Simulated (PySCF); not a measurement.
C₂H₇ClFNSi, SMILES CC[Si@](N)(F)Cl. Coordinates come from a PBE-D3(BJ)/def2-SVP optimisation. The structure was generated by enumeration; whether it is a known compound was not checked. The values are those of a single conformer.

Computed equilibrium geometry at PBE-D3(BJ)/def2-SVP (PySCF confirms it by a frequency run) as bond lengths and angles (one conformer of several):
Atoms: C1 C2 Si3 N4 F5 Cl6 H7 H8 H9 H10 H11 H12 H13. Bond lengths (Å): C1–C2 1.535, C1–H7 1.109, C1–H8 1.109, C1–H9 1.109, C2–Si3 1.868, C2–H10 1.114, C2–H11 1.111, Si3–N4 1.720, Si3–F5 1.644, Si3–Cl6 2.079, N4–H12 1.023, N4–H13 1.023. Angles (°): C2–C1–H7 111.2, C2–C1–H8 110.9, C2–C1–H9 111.7, H7–C1–H8 107.1, H7–C1–H9 108.0, H8–C1–H9 107.8, C1–C2–Si3 114.0, C1–C2–H10 111.1, C1–C2–H11 111.4, Si3–C2–H10 107.1, Si3–C2–H11 107.4, H10–C2–H11 105.4, C2–Si3–N4 111.9, C2–Si3–F5 107.6, C2–Si3–Cl6 111.7, N4–Si3–F5 113.6, N4–Si3–Cl6 106.3, F5–Si3–Cl6 105.6, Si3–N4–H12 119.5, Si3–N4–H13 119.8, H12–N4–H13 111.2.
